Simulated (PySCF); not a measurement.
C$_{2}$H$_{3}$O$_{2}$, doublet (typed; the unrestricted solution is spin-contaminated), geometry from GFN2-xTB, with bond 4-3 at 2.0 times its length; B3LYP/def2-SV(P) run with PySCF.

PySCF was given this input:
```python
from pyscf import gto, scf, dft

mol = gto.Mole()
mol.atom = '''
    C    -1.38730835   -0.35068916   -0.27448655
    O    -0.18346093   -0.82611593    0.05180795
    C     0.85781086    0.00885997    0.19322336
    O     0.78871300    2.39474821   -0.09201508
    H    -1.52464209    0.70461094   -0.42482510
    H    -2.16340718   -1.08161582   -0.36761887
    H     1.74662620   -0.57752527    0.46072643
'''
mol.basis = 'def2-sv(p)'
mol.spin = 1
mol.verbose = 4
mol.build()

mf = dft.UKS(mol)
mf.xc = 'b3lyp'
mf.damp = 0.5
mf.diis_start_cycle = 5
mf.kernel()
```

What the program printed (banner, timings and long lists left out):

```
PySCF version 2.14.0

[INPUT] verbose = 4
[INPUT] num. atoms = 7
[INPUT] num. electrons = 31
[INPUT] charge = 0
[INPUT] spin (= nelec alpha-beta = 2S) = 1
[INPUT] symmetry False subgroup None
[INPUT] Mole.unit = angstrom
[INPUT] Symbol           X                Y                Z      unit          X                Y                Z       unit  Magmom
[...]
nuclear repulsion = 96.5522307074609
number of shells = 30
number of NR pGTOs = 108
number of NR cGTOs = 62
basis = def2-sv(p)
ecp = {}

******** <class 'pyscf.dft.uks.UKS'> ********
method = UKS
initial guess = minao
damping factor = 0.5
level_shift factor = 0
DIIS = <class 'pyscf.scf.diis.CDIIS'>
diis_start_cycle = 5
diis_space = 8
diis_damp = 0
SCF conv_tol = 1e-09
SCF conv_tol_grad = None
SCF max_cycles = 50
direct_scf = True
direct_scf_tol = 1e-13
number electrons alpha = 16  beta = 15
XC library pyscf.dft.libxc version 7.1.2
    S. Lehtola, C. Steigemann, M. J. T. Oliveira, and M. A. L. Marques,  SoftwareX 7, 1–5 (2018)
XC functionals = b3lyp
    P. J. Stephens, F. J. Devlin, C. F. Chabalowski, and M. J. Frisch,  J. Phys. Chem. 98, 11623 (1994)
radial grids:
    Treutler-Ahlrichs [JCP 102, 346 (1995); DOI:10.1063/1.469408] (M4) radial grids

becke partition: Becke, JCP 88, 2547 (1988); DOI:10.1063/1.454033
pruning grids: <function nwchem_prune>
grids dens level: 3
symmetrized grids: False
atomic radii adjust function: <function treutler_atomic_radii_adjust>
small_rho_cutoff = 0
Set gradient conv threshold to 3.16228e-05
tot grids = 85824
init E= -228.047956535929

cycle= 1 E= -226.900214724356  delta_E= 1.15  |g|=  1.1  |ddm|= 1.83
cycle= 2 E= -220.749260732002  delta_E= 6.15  |g|= 1.88  |ddm|= 7.42
cycle= 3 E= -223.445082473405  delta_E= -2.7  |g|= 2.73  |ddm|= 7.83
cycle= 4 E= -220.230204305819  delta_E= 3.21  |g|= 2.28  |ddm|=  5.5
cycle= 5 E= -174.390745657745  delta_E= 45.8  |g|= 5.75  |ddm|= 12.3
cycle= 6 E= -180.633121133184  delta_E= -6.24  |g|= 6.53  |ddm|= 14.6
cycle= 7 E= -208.686327915791  delta_E= -28.1  |g|= 2.86  |ddm|= 9.97
cycle= 8 E= -193.813223636513  delta_E= 14.9  |g|= 4.39  |ddm|= 10.3

cycle= 9 E= -224.300882552666  delta_E= -30.5  |g|= 2.36  |ddm|= 8.54
cycle= 10 E= -227.386796174423  delta_E= -3.09  |g|= 0.916  |ddm|= 1.76
cycle= 11 E= -226.747677476647  delta_E= 0.639  |g|= 1.35  |ddm|= 0.738
cycle= 12 E= -227.057637775079  delta_E= -0.31  |g|=  1.2  |ddm|= 0.217
cycle= 13 E= -226.945265154399  delta_E= 0.112  |g|= 1.24  |ddm|= 0.268
[...]
cycle= 21 E= -227.447789182761  delta_E= -0.0801  |g|= 0.757  |ddm|= 0.33
cycle= 22 E= -227.764784727597  delta_E= -0.317  |g|= 0.412  |ddm|= 0.777
cycle= 23 E= -227.742673611621  delta_E= 0.0221  |g|= 0.488  |ddm|= 1.01
cycle= 24 E= -227.863719094205  delta_E= -0.121  |g|= 0.261  |ddm|= 0.473
cycle= 25 E= -227.888028489041  delta_E= -0.0243  |g|= 0.196  |ddm|= 0.319
cycle= 26 E= -227.912299866646  delta_E= -0.0243  |g|= 0.117  |ddm|= 0.241
cycle= 27 E= -227.924243711441  delta_E= -0.0119  |g|= 0.0388  |ddm|= 0.189
cycle= 28 E= -227.926056581064  delta_E= -0.00181  |g|= 0.0152  |ddm|= 0.0878
cycle= 29 E= -227.926446644237  delta_E= -0.00039  |g|= 0.00602  |ddm|= 0.0432
cycle= 30 E= -227.926635379825  delta_E= -0.000189  |g|= 0.00557  |ddm|= 0.0464
cycle= 31 E= -227.926716546894  delta_E= -8.12e-05  |g|= 0.005  |ddm|= 0.0234
cycle= 32 E= -227.926755638145  delta_E= -3.91e-05  |g|= 0.00531  |ddm|= 0.0119
cycle= 33 E= -227.926728364769  delta_E= 2.73e-05  |g|= 0.00376  |ddm|= 0.0103
cycle= 34 E= -227.92672770084  delta_E= 6.64e-07  |g|= 0.00565  |ddm|= 0.00965
cycle= 35 E= -227.926655268813  delta_E= 7.24e-05  |g|= 0.000914  |ddm|= 0.0549
cycle= 36 E= -227.926654960299  delta_E= 3.09e-07  |g|= 0.000806  |ddm|= 0.0141
cycle= 37 E= -227.926656435988  delta_E= -1.48e-06  |g|= 0.000373  |ddm|= 0.00368
cycle= 38 E= -227.926657399581  delta_E= -9.64e-07  |g|= 0.000296  |ddm|= 0.00238
cycle= 39 E= -227.92665797321  delta_E= -5.74e-07  |g|= 0.00027  |ddm|= 0.00145
cycle= 40 E= -227.926659615341  delta_E= -1.64e-06  |g|= 0.000241  |ddm|= 0.0045
cycle= 41 E= -227.9266609457  delta_E= -1.33e-06  |g|= 0.000232  |ddm|= 0.00399
cycle= 42 E= -227.926662744365  delta_E= -1.8e-06  |g|= 0.0002  |ddm|= 0.00659
cycle= 43 E= -227.926664177379  delta_E= -1.43e-06  |g|= 0.000164  |ddm|= 0.00623
cycle= 44 E= -227.926664907525  delta_E= -7.3e-07  |g|= 0.000174  |ddm|= 0.00391
cycle= 45 E= -227.926664797061  delta_E= 1.1e-07  |g|= 0.000146  |ddm|= 0.000732
cycle= 46 E= -227.926665780403  delta_E= -9.83e-07  |g|= 0.000204  |ddm|= 0.0056
cycle= 47 E= -227.926666157409  delta_E= -3.77e-07  |g|= 0.000223  |ddm|= 0.00257
cycle= 48 E= -227.926666181485  delta_E= -2.41e-08  |g|= 0.000221  |ddm|= 0.000183
cycle= 49 E= -227.926666057366  delta_E= 1.24e-07  |g|= 0.00022  |ddm|= 0.00124
cycle= 50 E= -227.926666037382  delta_E= 2e-08  |g|= 0.000183  |ddm|= 0.000616
SCF not converged.
SCF energy = -227.926666037382 after 50 cycles  <S^2> = 1.5962356  2S+1 = 2.717525
```

Convergence was not reached.
